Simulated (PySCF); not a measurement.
Frontier orbitals and the lowest excitations

C2H6AlN.
Geometry (PBE0-D3(BJ)/def2-SVP, Å), atoms numbered from 1 in this order:
```xyz
10
C2H6AlN angstrom
C      2.5688   -0.4342   -0.1315
C      1.5117    0.1371    0.0957
Al    -0.2019    1.0030    0.4318
N     -1.3713   -0.5390   -0.2760
H      3.5076   -0.9223   -0.3265
H     -0.6817    1.0668    1.9569
H     -0.6172    2.1775   -0.5724
H     -2.3740   -0.3565   -0.2152
H     -1.1470   -0.7281   -1.2544
H     -1.1774   -1.3951    0.2465
```

Computed, not measured: PySCF 2.14.0, density-fitted response routines, TDDFT PBE0/def2-SVPD, vertical, gas phase, core orbitals frozen in the response.

Frontier orbitals with the atoms that hold most of them (Löwdin shares over 4%, at most four atoms; ? is withheld):

```json
{"orbital": "HOMO-3", "ε (eV)": "-8.63", "atoms": "Al3 35%, H7 20%, H6 20%, C2 15%"}
{"orbital": "HOMO-2", "ε (eV)": "-7.99", "atoms": "C2 23%, Al3 23%, C1 21%, H6 14%"}
{"orbital": "HOMO-1", "ε (eV)": "-7.58", "atoms": "C1 44%, C2 43%, Al3 5%, H5 4%"}
{"orbital": "HOMO", "ε (eV)": "-7.20", "atoms": "?"}
{"orbital": "LUMO", "ε (eV)": "?", "atoms": "?"}
{"orbital": "LUMO+1", "ε (eV)": "0.61", "atoms": "Al3 38%, C2 21%, C1 20%, N4 5%"}
{"orbital": "LUMO+2", "ε (eV)": "0.79", "atoms": "C1 32%, C2 30%, Al3 18%, H5 7%"}
```

**Question.** Give the leading atoms of the HOMO.

**Answer.** C1 (bonded to C and H) 25%; C2 (bonded to Al and C) 24%; Al3 (bonded to C, N and 2 H) 19%; H6 (bonded to Al) 14%. By element: carbon 49%, aluminium 19%, hydrogen 14% or more.

**Question.** Which atoms hold the LUMO, and with what shares?

**Answer.** Al3 (bonded to C, N and 2 H) 27%; N4 (bonded to Al and 3 H) 16%; H8 (bonded to N) 15%; H9 (bonded to N) 12%. By element: aluminium 27%, hydrogen 26% or more, nitrogen 16%.

**Question.** What is the LUMO energy, and the HOMO–LUMO gap?

**Answer.** ε(LUMO) = -0.54 eV; the gap is 6.66 eV (0.2447 hartree).

**Question.** How does S1 compare with the orbital gap of 6.66 eV?

**Answer.** S1 is at 5.48 eV (f = 0.0016), 1.18 eV below the gap, made of HOMO→LUMO (86%), HOMO→LUMO+1 (8%). Without the coupling terms of the response equations the lowest excitation would equal the gap.

**Question.** Give energy, strength and leading configuration of S1 and S2, and follow the Löwdin shares of the leading atoms from the occupied to the empty orbital.

**Answer.** 
- S1 (5.48 eV, f 0.0016), HOMO→LUMO (86%): C1 25% → at most 12%, C2 24% → at most 12%, Al3 19% → 27%, N4 at most 15% → 16%
- S2 (5.99 eV, f 0.023), HOMO-1→LUMO (71%): C1 44% → at most 12%, C2 43% → at most 12%, Al3 5% → 27%, N4 at most 4% → 16%

Löwdin shares depend on the basis, the more so with diffuse functions.

Hardware: Arm Neoverse V1, one thread, shared host. Cost: 46 s wall.
